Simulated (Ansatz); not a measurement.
The same path of BH6NOSi (10 atoms, charge 0, multiplicity 1) was run twice with different band settings. The coordinate that changes most is the dihedral N1–B2–Si4–H9.

These are results of Ansatz, RKS PBE0/cc-pVDZ, not measurements.

Relaxed end points:

```xyz
10
Properties=species:S:1:pos:R:3
N -0.304 1.556 -0.603
B 0.379 0.354 -0.376
O 1.617 0.212 -0.968
Si -0.478 -1.085 0.789
H 0.086 2.296 -1.176
H -1.213 1.760 -0.217
H 2.026 -0.635 -0.767
H -0.694 -2.363 0.023
H -1.813 -0.655 1.331
H 0.393 -1.441 1.964
```

```xyz
10
Properties=species:S:1:pos:R:3
N -0.395 1.328 -0.979
B 0.402 0.414 -0.277
O 1.768 0.591 -0.341
Si -0.483 -1.097 0.769
H 0.007 2.090 -1.513
H -1.403 1.289 -0.998
H 2.250 -0.070 0.162
H -1.984 -1.050 0.672
H -0.122 -1.046 2.230
H -0.040 -2.449 0.275
```

Common settings: movable images 5; climbing image yes; spring 5.0 eV/Å²; optimiser quadratic models (default); start path through a guess of the saddle point; force threshold 0.03 eV/Å; end points relaxed.

| run | iteration limit |
| --- | --- |
| 1 | 60 |
| 2 | 10 |

**Question.** What does each run give, and how far can it be trusted?

**Answer.** Run 1: converged after 7 iterations, highest image 0.015 eV above the first end. A vibrational analysis at the climbing image gives one clearly imaginary mode, 42i cm⁻¹: a first-order saddle point.
Run 2: converged after 7 iterations, highest image 0.015 eV above the first end. Another band between the same ends (5 images) ends at a top of the same energy, where a vibrational analysis finds 1 clearly imaginary mode.
